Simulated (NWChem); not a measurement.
System: CH₆OSn; SMILES [OH][SnH2][CH3]

The following NWChem deck was run.

```
start job
memory heap 200 mb stack 900 mb global 1100 mb
geometry units angstroms noautoz
  Sn     0.246563    -0.066806     0.013649
  C     -0.829177     1.792130     0.028112
  O     -1.045721    -1.586492     0.085892
  H      1.169759    -0.300959     1.434577
  H      1.201690    -0.227857    -1.410361
  H     -1.441448     1.888828    -0.879567
  H     -0.121582     2.633114     0.069656
  H     -1.484384     1.831863     0.909469
  H     -1.516449    -1.707519    -0.745702
end
basis spherical
  * library sto-3g
end
dft
  xc b3lyp
  iterations 150
  mulliken
end
task dft energy
```

Geometry: optimised at PBE0/def2-SVP (def2 core potentials past Kr). B3LYP is NWChem's, with the RPA form of VWN correlation.

Q: Give the results of this calculation. (B3LYP/STO-3G, non-relativistic.) Quantities: basis functions; energy (Ha); highest occupied level (eV); orbital gap (eV); dipole (D).

A: 
- number of basis functions = 43
- energy (Ha) = -6080.74
- highest occupied level (eV) = -3.18
- orbital gap (eV) = 8.64
- dipole (D) = 1.27
